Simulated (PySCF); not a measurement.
H₂O₃Si, SMILES O=[Si](O)O. The structure is a stationary point at B3LYP-D3(BJ)/def2-SVP. One conformer was computed; it need not be the lowest.

TDDFT-PBE/def2-SVPD run with PySCF 2.14.0 puts the lowest singlet excitations at 4.88, 5.23, 6.22, 6.43, 6.76, 6.79 eV.

What are the lowest excitation roots from ADC(2)/aug-cc-pVDZ run with PySCF? (An estimate is asked for; the answer gives what the named calculation found.)

5.14, 5.51, 6.52, 7.54, 7.67, 7.88 eV. S1 differs by 0.27 eV (second minus first; roots are paired by order, and the bases may differ).
